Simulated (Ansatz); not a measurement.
Ag2F⁺, relaxed as a singlet with RKS r2SCAN-D4/def2-TZVP in Ansatz, starting from the GFN1-xTB geometry. Force threshold 0.02 eV/Å.

In the def2 sets Ag takes a core potential; there is no spin–orbit coupling. The relaxation made no stability test and no search for a lower SCF solution. The structure comes from a short search, and lower isomers may exist.

Start:

```xyz
3

Ag    0.3632    0.0438   -2.1033
Ag   -0.3651   -0.0390    2.1025
F     0.0019   -0.0048    0.0008
```

(1) Estimate the energy that the relaxation releases and the steps that it takes.

(2) Does the start keep its bonding and symmetry?

(3) Predict the relaxed structure.

Answers

(1) 0.02 eV, in 3 steps; 2.8 s on 4 threads of Intel Xeon Platinum 8259CL on a shared host. No frequencies were taken in this run, so the end may be a saddle point.

(2) By distances, no bond broke or formed. The bond that changes most is Ag1–F3, from 2.14 to 2.09 Å (atoms count from 1). Point group D∞h at the start, D∞h at the end, both within 0.05 Å.

(3) 
```xyz
3

Ag    0.356    0.042   -2.060
Ag   -0.357   -0.039    2.060
F     0.002   -0.004    0.000
```
Bond lengths (bridged metal pairs left out): 2 × Ag–F 2.09 Å.
